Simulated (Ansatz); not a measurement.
```yaml
crystal:
  periodic: [false, false, false]
  atoms:
    - {symbol: N, position_ang: [-2.002986, 1.520190, 0.469018]}
    - {symbol: Zn, position_ang: [-0.761005, 0.468114, 0.295067]}
    - {symbol: C, position_ang: [0.754012, -0.805748, 0.220781]}
    - {symbol: Te, position_ang: [1.654043, -0.823415, -1.644385]}
    - {symbol: H, position_ang: [-2.719856, 1.536729, 1.253259]}
    - {symbol: H, position_ang: [-1.995660, 2.222743, 0.121560]}
    - {symbol: H, position_ang: [0.537304, -1.825069, 0.238419]}
    - {symbol: H, position_ang: [1.692641, -0.557833, 0.904672]}
    - {symbol: H, position_ang: [3.003681, -1.750278, -1.481119]}
basis:
  gaussian: {orbitals: def2-TZVPD, final_grid: {core_spheres: 1, valence_spheres: 1, degree: 1}}
hamiltonian: {xc: {name: r2SCAN}}
accuracy: high
```

```sh
$ ansatz run in.yaml --threads 4 --pin off --events-out ev --progress --plain --max-ram 10444MiB
```

Shortened log:

```
Functional definition: r2SCAN
4012 factors; integrals over basis functions are off by at most 2.1e-8 eV
mean field evaluation 1: about -58299.9441 eV, gradient 1.1e2 eV
mean field evaluation 2: about -58238.0511 eV, gradient 2.0e2 eV
mean field evaluation 4: about -58319.7458 eV, gradient 2.1e1 eV
mean field evaluation 8: about -58320.7700 eV, gradient 5.7e-1 eV
mean field evaluation 96: about -59060.2529 eV, gradient 2.6e0 eV
mean field -59060.30337236 eV, -2170.4261164227 hartree, gradient 8.1e-8 eV, S^2 0.000000; 4 other end points of the search recorded, 0 dependent functions left out
reference -59060.30337305 eV, -2170.4261164480 hartree; 36, 36 occupied and 193, 193 virtual orbitals, 4012 factors
Total energy: -59060.30337305 eV, -2170.4261164480 hartree
```

In this input the integration grid is far too coarse. Self-consistency was reached. The result belongs to that input, not to the molecule as meant.
